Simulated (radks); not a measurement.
The numbers below are computed, except where a source is named.
Spherical quantum dot in the effective-mass picture: electrons in a hard-walled sphere of radius 3.19, all in effective atomic units (hartree* = m*/eps^2 hartree, bohr* = eps/m* bohr), one dielectric constant everywhere. Level of theory: non-relativistic Kohn-Sham, PBEsol, spin-polarised, spherical densities (a radial shooting solver with Libxc functionals). Levels are named by radial order and angular momentum (1s, 1p, 1d, 2s, ...), and open shells are averaged over m.

N = 16, configuration 1s2 1p6 1d(up 5, down 3). This is the lowest configuration that the search found. Occupied and some empty levels:

level    occupation  eigenvalue (hartree*)  <r> (bohr*)
1s up             1                 6.9731        2.031
1s down           1                 7.0063        2.024
1p up             3                 7.2695        2.152
1p down           3                 7.3053        2.149
1d up             5                 7.7521        2.244
1d down           3                 7.7895        2.243
1f up             0                 8.3950        2.317
1f down           0                 8.4333        2.317
2s up             0                 8.5942        1.459
2s down           0                 8.6089        1.458
2p up             0                 9.4767        1.679
2p down           0                 9.4980        1.677

Energy (hartree*): total 68.4234, kinetic 22.237, external 0, Hartree 53.688, exchange-correlation -7.5010.
